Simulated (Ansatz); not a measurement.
Cost and result for the atomization energy of C3H5FSi (`F[SiH]1C=CC1`) (10 atoms, 10 bonds).

| atom | x (Å) | y (Å) | z (Å) |
| --- | --- | --- | --- |
| F1 | -0.679 | 2.350 | 0.516 |
| Si2 | 0.126 | 0.971 | 0.621 |
| C3 | -0.796 | -0.600 | 0.848 |
| C4 | -0.257 | -1.055 | -0.299 |
| C5 | 0.516 | 0.062 | -0.978 |
| H6 | 1.254 | 1.237 | 1.549 |
| H7 | -1.409 | -1.160 | 1.541 |
| H8 | -0.326 | -2.069 | -0.693 |
| H9 | 1.552 | -0.178 | -1.229 |
| H10 | 0.019 | 0.441 | -1.874 |

The species carries charge 0 and has multiplicity 1. Geometry: relaxed with PBE0-D4/def2-TZVP. Program: Ansatz. All runs use 4 threads of an Arm Neoverse V2 on a shared host. Times are those of one run each, without the atoms' runs, and a repeat can differ threefold. Electronic energies, without spin–orbit coupling; frozen cores. CCSD(T)/CBS adds CCSD(T) − MP2 in def2-TZVPP to the MP2 limit, and its time is that of the two runs behind it. T1 = 0.012. B3LYP takes the VWN-RPA correlation (the form of Gaussian; ORCA's B3LYP/G).

CCSD(T)/CBS is a level of theory with its own doubt, some kJ/mol a heavy atom from the limit and from the frozen cores, so smaller differences don't rank the functionals.

| level | functions | wall time | atomization (kJ/mol) | difference from CCSD(T)/CBS | per bond |
| --- | --- | --- | --- | --- | --- |
| PBE-D4/def2-TZVPP (with forces) | 236 | 1.9 s | 4236.4 | 86.6 | 8.7 |
| PBE0-D4/def2-TZVPP | 236 | 2.2 s | 4169.7 | 19.9 | 2.0 |
| B3LYP-D4/def2-TZVPP (with forces) | 236 | 3.1 s | 4134.7 | -15.1 | -1.5 |
| r2SCAN-D4/def2-TZVPP (with forces) | 236 | 3.5 s | 4162.1 | 12.3 | 1.2 |
| B2PLYP/def2-TZVPP | 236 | 4.3 s | 4107.1 | -42.7 | -4.3 |
| ωB97X-V/def2-TZVPP | 236 | 5.5 s | 4158.5 | 8.7 | 0.9 |
| ωB97M-V/def2-TZVPP (with forces) | 236 | 8.5 s | 4162.3 | 12.5 | 1.2 |
| MP2/def2-QZVPP | 448 | 15 s | 4199.5 | 49.7 | 5.0 |
| CCSD(T)/def2-TZVPP | 236 | 83 s | 4044.5 | -105.3 | -10.5 |
| CCSD(T)/CBS(def2) | – | 98 s | 4149.8 | 0.0 | 0.0 |

In def2-TZVPP, CCSD(T) changes the Hartree–Fock value by +947.3 kJ/mol (the triples alone add +63.5 kJ/mol) and MP2 by +1039.4 kJ/mol; breaking electron pairs costs correlation energy, which Hartree–Fock lacks. The D4 term adds +32.4 kJ/mol with B3LYP and +16.7 kJ/mol with PBE0; it sums over pairs of atoms, weighted by their polarisabilities, and B3LYP, whose exchange is more repulsive, gets the larger term. From PBE to PBE0 (25 % exact exchange), in def2-TZVPP and without D4, the atomization energy moves by −63.5 kJ/mol: exact exchange takes away binding that semilocal exchange gives to molecules.
